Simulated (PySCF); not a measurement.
Run record for `CN(C)c1ccc(O)o1`: PBE0/def2-SVPD, grid level 4, start guess sap, full TDDFT, 12 singlets.

Method: TDDFT PBE0/def2-SVPD, vertical, gas phase, core orbitals frozen in the response (PySCF 2.14.0, density-fitted response routines). Geometry: GFN2-xTB. A driver script takes a list of jobs; this job's settings line and coordinates (Å) are shown.

Command:
```bash
OMP_NUM_THREADS=1 python probes_run.py task.json out
```

Input:
```
{"job": {"kind": "uv", "xc": "PBE0", "basis": "def2-SVPD", "nstates": 12, "ntriplets": 0, "tda": false, "grid": 4, "scf": {"guess": "sap"}}, "charge": 0, "multiplicity": 1}
C     -2.063699    -0.888837     0.284499
N     -1.145647     0.227259     0.247192
C     -1.556505     1.317950    -0.610971
C      0.196316    -0.111693     0.215823
C      0.858856    -1.249044     0.567844
C      2.251358    -0.971362     0.418100
C      2.327161     0.307384    -0.015286
O      3.389792     1.081161    -0.324225
O      1.087619     0.853568    -0.149980
H     -3.070421    -0.502873     0.436004
H     -2.047078    -1.481777    -0.639452
H     -1.808235    -1.534305     1.121977
H     -2.550964     1.643909    -0.307507
H     -0.862815     2.146471    -0.489572
H     -1.585726     1.031827    -1.670692
H      0.439282    -2.175109     0.898310
H      3.068592    -1.633902     0.606193
H      3.063355     1.945690    -0.599913
```

Output:
```
final grid: 397416 points
cycle   1  E = -402.3405600037  dE =  3.252e+01  |g| = 8.751e+00  |ddm| = 6.128e+02
cycle   2  E = -313.4043108121  dE =  8.894e+01  |g| = 1.869e+01  |ddm| = 6.182e+02
cycle   3  E = -406.9500261540  dE = -9.355e+01  |g| = 8.506e+00  |ddm| = 1.676e+02
cycle   4  E = -435.5719246031  dE = -2.862e+01  |g| = 3.711e+00  |ddm| = 1.827e+01
cycle   5  E = -437.7806309008  dE = -2.209e+00  |g| = 1.782e+00  |ddm| = 7.864e+00
cycle   6  E = -438.3844652375  dE = -6.038e-01  |g| = 4.495e-01  |ddm| = 3.061e+00
cycle   7  E = -438.4119958552  dE = -2.753e-02  |g| = 2.680e-01  |ddm| = 9.218e-01
cycle   8  E = -438.4255273224  dE = -1.353e-02  |g| = 5.576e-02  |ddm| = 3.301e-01
cycle   9  E = -438.4256747295  dE = -1.474e-04  |g| = 4.805e-02  |ddm| = 1.507e-01
cycle  10  E = -438.4262031099  dE = -5.284e-04  |g| = 1.505e-02  |ddm| = 9.479e-02
cycle  11  E = -438.4262480227  dE = -4.491e-05  |g| = 4.408e-03  |ddm| = 3.048e-02
cycle  12  E = -438.4262528959  dE = -4.873e-06  |g| = 6.751e-04  |ddm| = 8.477e-03
cycle  13  E = -438.4262529748  dE = -7.893e-08  |g| = 4.480e-04  |ddm| = 1.948e-03
cycle  14  E = -438.4262530181  dE = -4.328e-08  |g| = 7.587e-05  |ddm| = 7.187e-04
cycle  15  E = -438.4262530192  dE = -1.049e-09  |g| = 3.860e-05  |ddm| = 2.469e-04
cycle  16  E = -438.4262530195  dE = -3.513e-10  |g| = 1.030e-05  |ddm| = 1.097e-04
converged SCF energy = -438.4262530195

Static polarisability (au): isotropic 88.043, principal 60.827 91.431 111.871

Singlet excitations
state   eV       nm        f      main configurations
  1   4.2765    289.9   0.00832   H->L 0.98
  2   4.7500    261.0   0.04480   H->L+1 0.95
  3   5.3277    232.7   0.15645   H->L+2 0.78, H->L+3 0.17
  4   5.4856    226.0   0.05812   H->L+3 0.74, H->L+2 0.18
  5   5.7256    216.5   0.01809   H->L+4 0.87
  6   5.9852    207.2   0.00582   H->L+5 0.85, H->L+7 0.09
  7   6.1809    200.6   0.00705   H->L+6 0.96
  8   6.2658    197.9   0.05678   H->L+7 0.65, H->L+8 0.20, H->L+5 0.08
  9   6.4067    193.5   0.04190   H->L+8 0.74, H->L+7 0.16
 10   6.7354    184.1   0.00099   H->L+9 0.95
 11   6.9252    179.0   0.01200   H-1->L 0.93
 12   6.9289    178.9   0.00511   H->L+10 0.91
```

H and L stand for HOMO and LUMO; the number after each pair is its weight.

**Question.** Give S1 in cm⁻¹ and kJ/mol.

**Answer.** 4.2765 eV × 8065.54 = 34492 cm⁻¹; × 96.485 = 412.6 kJ/mol.

**Question.** Which computed singlet has the largest oscillator strength, and what do all of them sum to?

**Answer.** State 3 at 5.33 eV (233 nm), f = 0.156; the 12 states sum to 0.415.

In short: SCF converged in 16 cycles with 258 basis and 906 fitting functions; HOMO -4.92 eV, LUMO 0.40 eV; lowest singlet 4.28 eV; mean polarisability 88.0 au.

**Question.** How long does this job take on Intel Xeon Platinum 8375C at 2.90 GHz, one thread, shared host? And the peak memory of the process?

**Answer.** About 2.4 min, with 1.0 GiB resident at the peak, the Python interpreter and its libraries included.

The values belong to the conformer `[CH3:1][N:2]([CH3:3])[c:4]1[cH:5][cH:6][c:7]([OH:8])[o:9]1`: C1–N2–C4–C5 -21°, H–O8–C7–C6 180°.
